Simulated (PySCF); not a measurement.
SnH(vinyl)3, C6H10Sn.
Bonds: Sn1–C3, Sn1–C8, Sn1–C13, C3–C4, C8–C9, C13–C14. Hydrogens: H2 on Sn1; H5 on C3; H6, H7 on C4; H10 on C8; H11, H12 on C9; H15 on C13; H16, H17 on C14.

Theory: PySCF 2.14.0, PBE0-D3(BJ)/def2-SVP geometry optimisation, gas phase, def2 core potentials past Kr.

Question: Give the optimised bond lengths and angles.

Answer: 
```
                   bond  length (pm)
                 Sn1–H2        172.0
Sn1–C3, Sn1–C8, Sn1–C13        214.1
  C3–C4, C8–C9, C13–C14        133.6
 C3–H5, C8–H10, C13–H15        109.8
 C4–H6, C9–H11, C14–H16        109.6
                  C4–H7        109.7
                 C9–H12        109.7
                C14–H17        109.7
```

Bonds in one row agree within 1 pm and their mean is given. A selection of angles:
```
      angle  degrees
  H2–Sn1–C3    108.7
  C3–Sn1–C8    110.3
  Sn1–C3–C4    122.9
  Sn1–C3–H5    118.6
   C4–C3–H5    118.5
   C3–C4–H6    122.3
   C3–C4–H7    122.0
   H6–C4–H7    115.7
  C8–C9–H12    122.0
 H11–C9–H12    115.7
C14–C13–H15    118.5
C13–C14–H17    122.0
H16–C14–H17    115.7
```

Torsions: C8–Sn1–C3–C4 120° (anticlinal); C3–Sn1–C8–C9 -116° (anticlinal); C3–Sn1–C13–C14 122° (anticlinal). The mirror-image conformer, all signs reversed, is as good.

All 3 C–C bonds measure 1.336 Å. Sn1 (tin bonded to 3 C and H) is tetrahedral (angles from 108.7° to 110.4°). All 3 C–Sn bonds measure 2.141 Å.

Point group: near C3v, missed by 0.17 Å at most; the miss may be what the optimiser left on a soft mode (C3 holds within 0.08 Å). Whether it is a minimum is left open (no frequencies). The numbers are those of one conformer (C8–Sn1–C3–C4 120°, C3–Sn1–C8–C9 -116°, C3–Sn1–C13–C14 122°, Sn1–C3–C4–H 0° and 180°, Sn1–C8–C9–H 0° and 180°).

The run took 2.0 min of wall time on one thread of an Arm Neoverse V1, shared host with 32 logical CPUs at a one-minute load of 26, and the process peaked at 0.62 GiB of memory. That covers the optimisation of the geometry.
